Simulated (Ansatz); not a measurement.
Consider the atomization: `[F][SbH][SiH3]` → F• + 4 H• + Sb• + Si•.

Computed with Ansatz on PBE0-D4/def2-TZVP structures; ΔE is electronic, products minus reactants. CBS: MP2 limit from def2 TZ/QZ plus the TZ coupled-cluster correction, frozen cores. This one scheme is used for every species, atoms too. DFT in def2-TZVPP. No spin–orbit coupling; open shells (•) take unrestricted orbitals. Spin–orbit coupling would lower the free atoms: a little for F, Si. Elements past krypton have def2 core potentials. Bonds to Sb are less sure, by a few kJ/mol each and by 10 to 20 or more in all where they break to atoms, as the def2 sets lack core-valence functions.

(1) What is ΔE at CCSD(T)/CBS? (Estimate.)

(2) What do these levels give: PBE-QIDH, revPBE, r2SCAN, r2SCANh, HF/def2-TZVPP, CCSD(T)/def2-TZVPP? (An estimate is asked.)

Largest T1 diagnostic among the species: 0.014.

Answers

(1) The calculation gave: +1881.7 kJ/mol.

(2) Ansatz gave: PBE-QIDH 1809.4, revPBE 1798.2, r2SCAN 1858.8, r2SCANh 1841.1, HF/def2-TZVPP 1287.0, CCSD(T)/def2-TZVPP 1805.5 kJ/mol.

At CCSD(T), def2-SVP lies −207.0 kJ/mol from the extrapolated value and def2-TZVPP −76.2 kJ/mol: correlation converges slowly with the basis, and small sets miss more of it in the bonded molecule than in its fragments. The D4 term adds +22.9 kJ/mol with B3LYP and +11.8 kJ/mol with PBE0; it sums over pairs of atoms, weighted by their polarisabilities, and B3LYP, whose exchange is more repulsive, gets the larger term.

B3LYP here is the variant with VWN-RPA as its local correlation; programs differ in this.

For atomizations the MP2-based limit and the directly extrapolated one differ by several kJ/mol either way, and by 10 to 25 for some Ge, Se and Sn compounds, so smaller differences from it don't rank the levels.
